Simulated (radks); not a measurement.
Problem. These are the eigenvalues of the occupied orbitals of an atom or ion with whole-number occupations (hartree). Method: Dirac Kohn-Sham, BP86, spin-unpolarised, spherical densities, point nucleus; computed with a radial shooting solver on a logarithmic mesh with Libxc functionals.

| orbital | eigenvalue |
|---|---|
| 1s1/2 | -350.8511 |
| 2s1/2 | -43.32141 |
| 2p1/2 | -38.24169 |
| 2p3/2 | -37.36371 |
| 3s1/2 | -5.51664 |
| 3p1/2 | -3.91000 |
| 3p3/2 | -3.79763 |
| 3d3/2 | -1.14509 |
| 3d5/2 | -1.13172 |

Which element is it, and in what charge state? The configuration may be excited. Open shells, if any, fill j = l - 1/2 first.

Solution. Z = 30, zinc, charge +2: Zn2+ in [Ar] 3d10. The list shows which subshells hold electrons but not how many an open one holds; the 1s level, -350.85 hartree, gives Z - s = 26.5 by -(Z - s)^2/2, which with screening and relativity narrows Z to a few neighbours, and the depths of the outer levels then fix element, charge and occupations together.
